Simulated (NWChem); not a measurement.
# CH3Si cation, singlet

```xyz
5

C      0.0000     0.0000     1.0733
Si     0.0000     0.0000    -0.7501
H     -0.5142    -0.9068     1.4822
H     -0.5282     0.8987     1.4822
H      1.0424     0.0081     1.4822
```
Atoms are numbered in this order, from 1.

Program: NWChem. Pople sets run with spherical d functions. Low-valent species are run as closed-shell singlets; no triplet was tried in these runs. Coordinates come from a PBE-D3(BJ)/def2-SVP optimisation. B3LYP is NWChem's, with the RPA form of VWN correlation. Core excitations by TDA in a window of 1s orbitals, non-relativistic and unshifted: absolute energies depend strongly on the exact-exchange share.

| level | first 1s excitation (eV) | dipole oscillator strength of the first | first state with f > 0.002 (eV) | dipole oscillator strength of that state |
|---|---|---|---|---|
| Si K edge, B3LYP/def2-TZVP | 1796.1 | 0.0086 | 1796.1 | 0.0086 |
| Si K edge, BHandHLYP/6-311G** | 1820.6 | 0.0120 | 1820.6 | 0.0120 |
| C K edge, BHandHLYP/6-311G** | 281.9 | 0.0032 | 281.9 | 0.0032 |
| C K edge, B3LYP/def2-TZVP | 271.9 | 0.0022 | 271.9 | 0.0022 |
